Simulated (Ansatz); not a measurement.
Cl$_{2}$Mg, charge +1, doublet, at a GFN2-xTB geometry (such geometries of metal compounds can be far from the true shape) (a state made from the parent by changing its charge; the spin is typed, not shown lowest). Base run: Ansatz (a first-principles code) with CAM-B3LYP/def2-SV(P).

Ansatz was given this input:
Ansatz 0.2 input:
```yaml
crystal:
  periodic: [false, false, false]
  atoms:
    - {symbol: Mg, position_ang: [0.00000000, 0.00000000, 0.00000000]}
    - {symbol: Cl, position_ang: [-0.00000000, -0.00000000, -2.17107165]}
    - {symbol: Cl, position_ang: [0.00000000, 0.00000000, 2.17107165]}
basis:
  gaussian:
    orbitals: def2-SV_P_.json
hamiltonian:
  xc: cam_b3lyp
total_charge: 1
magnetization: {spin_polarized: true, initial_magnetization: 1}
```
The basis file holds def2-SV(P) in the JSON format of the Basis Set Exchange.

Variants of this job, named by their change:

```csv
change,ΔE vs base (mEh)
base,0.000
occupation = up:Ag:7 B1u:6 B2g:2 B2u:3 B3g:2 B3u:3 down:Ag:7 B1u:6 B2g:2 B2u:3 B3g:1 B3u:3,0.000
occupation = up:Ag:7 B1u:7 B2g:2 B2u:3 B3g:1 B3u:3 down:Ag:7 B1u:6 B2g:2 B2u:3 B3g:1 B3u:3,479.9
occupation = up:Ag:7 B1u:6 B2g:1 B2u:3 B3g:2 B3u:3 Au:1 down:Ag:7 B1u:6 B2g:2 B2u:3 B3g:1 B3u:3,1058.3
symmetry_tolerance_ang = 0.01,0.000
occupation = up:Ag:7 B1u:5 B2g:2 B2u:3 B3g:2 B3u:3 B1g:1 down:Ag:7 B1u:6 B2g:2 B2u:3 B3g:1 B3u:3,523.9
occupation = up:Ag:7 B1u:6 B2g:1 B2u:3 B3g:3 B3u:3 down:Ag:7 B1u:6 B2g:2 B2u:3 B3g:1 B3u:3,529.8
```
